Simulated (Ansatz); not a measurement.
## Worked example: HCl + C2F3I → HI + C2ClF3

Species: HCl (hydrogen chloride), singlet; C2F3I (trifluoroiodoethylene) `FC(F)=C(F)I`, singlet; HI, singlet; C2ClF3 `FC(F)=C(F)Cl`, singlet. The partners trade Cl for I: H–Cl and C–I bonds give way to H–I and C–Cl.

Shapes, held fixed at every level: PBE0-D4/def2-TZVP. Programs: Ansatz 0.2.0. The zero-point and thermal change to 298 K, harmonic and unscaled (PBE0-D4/def2-TZVP), is -2.1 kJ/mol.

At CCSD(T)/def2-TZVPP; 1 Eh = 2625.50 kJ/mol:

| species | energy (Eh) |
| --- | --- |
| HCl | -460.331246 |
| C2F3I | -672.370778 |
| HI | -297.737430 |
| C2ClF3 | -834.959179 |

Q: Work out ΔH(298 K) of the reaction at this level.

A: 
1. Products less reactants: (-297.737430) + (-834.959179) − [(-460.331246) + (-672.370778)] = 0.005415 Eh = +14.2 kJ/mol.
2. With the thermal change: +14.2 + (-2.1) = +12.1 kJ/mol.

Other levels give -4.0 (HF/def2-SVP) to +10.6 kJ/mol (CCSD/def2-TZVPP). No measured value is set beside it here. For atoms past krypton def2 sets carry core potentials with scalar relativity. Correlated rows may include outer-core shells of I, which these sets cover unevenly.
